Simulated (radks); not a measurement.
The numbers below are computed, except where a source is named.
Radial electron density D(r) = 4 pi r^2 rho(r) of an atom or ion with 58 electrons. Code: a radial shooting solver on a logarithmic mesh with Libxc functionals. Model: non-relativistic Kohn-Sham, Slater X-alpha with alpha = 0.928, spin-polarised, spherical densities, point nucleus.

r (bohr)   D(r) (e/bohr)    spin D(r)
0.000825           1.250            0
0.0009452          1.616            0
0.001092           2.118            0
0.001251           2.726            0
0.001433           3.500            0
0.001655           4.543            0
0.001896           5.790            0
0.002172           7.349            0
0.002508           9.407            0
0.002874           11.81            0
0.003292           14.73            0
0.003802           18.47            0
0.004356           22.66     1.72e-07
0.005031           27.84     3.10e-07
0.005764           33.43     5.28e-07
0.006604           39.64     8.79e-07
0.007626           46.72   0.00000147
0.008737           53.64   0.00000234
0.01001            60.45   0.00000362
0.01156            67.06   0.00000554
0.01324            72.20   0.00000788
0.01517            75.82    0.0000104
0.01752            77.60    0.0000122
0.02008            77.27    0.0000102
0.023              75.35  -0.00000146
0.02657            72.46   -0.0000378
0.03044            70.24    -0.000119
0.03487            69.94    -0.000286
0.04027            72.95    -0.000627
0.04614            79.28     -0.00120
0.05286            88.04     -0.00213
0.06104            97.51     -0.00355
0.06994            103.6     -0.00519
0.08077            104.4     -0.00651
0.09254            99.28     -0.00554
0.106              90.88      0.00145
0.1224             83.09       0.0235
0.1403             80.86       0.0709
0.1607             84.44        0.163
0.1856             90.46        0.339
0.2126             91.63        0.609
0.2436             83.73         1.01
0.2814             66.70         1.60
0.3223             49.39         2.29
0.3693             38.57         3.08
0.4265             37.20         3.92
0.4886             41.34         4.55
0.5598             43.84         4.88
0.6465             40.09         4.83
0.7407             31.55         4.42
0.8486             22.20         3.79
0.9801             15.06         3.01
1.123              11.57         2.26
1.297              9.796         1.51
1.486              8.304        0.902
1.702              6.341        0.442
1.966              4.034        0.145
2.252              2.193       0.0188
2.58              0.9808      -0.0163
2.98              0.3314      -0.0139
3.414            0.09333     -0.00612
3.911            0.02026     -0.00181
4.517           0.002928    -0.000335
5.175          0.0003365   -0.0000468

What is the nuclear charge?

Answer. Z = 61. The innermost maximum, from 1s, lies near 1/Z = 0.0164 bohr (found: 0.0182), and its height grows with Z. The density is that of the promethium ion Pm3+ in [Xe] 4f4; the configuration itself is not fixed sharply by these data, and Z only to a few units. D(r) has 4 maxima, at r = 0.0182, 0.0764, 0.203, 0.560 bohr, and minima at 0.0332, 0.138, 0.403 bohr, inside which lie 1.98, 11.45, 29.21 electrons.
